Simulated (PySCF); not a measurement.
GeO3, SMILES [O]=[Ge]1[O][O]1. Atoms are numbered in the order given.

```xyz
4

Ge     0.0000     0.0000     0.2181
O      0.0000     0.0000     1.8573
O      0.0000     0.8277    -1.3649
O      0.0000    -0.8277    -1.3649
```

The structure is a stationary point at PBE-D3(BJ)/def2-SVP.

All values below come from ωB97X/def2-TZVPD (PySCF).

Symmetry labels are those of the subgroup C2v that the program uses (full group C2v).

Task: List the valence orbital energies around the gap with their symmetry. (An estimate is asked for; the answer gives what the named calculation found.)

Result: 
| orbital | symmetry | energy (eV) |
|---|---|---|
| HOMO−7 | A1 | -18.06 |
| HOMO−6 | A1 | -15.32 |
| HOMO−5 | B1 | -15.08 |
| HOMO−4 | A1 | -14.14 |
| HOMO−3 | B2 | -13.69 |
| HOMO−2 | B1 | -12.45 |
| HOMO−1 | B2 | -11.91 |
| HOMO | A2 | -11.69 |
| LUMO | A1 | -1.24 |
| LUMO+1 | B2 | -0.79 |
| LUMO+2 | B1 | 0.19 |
| LUMO+3 | B2 | 1.83 |
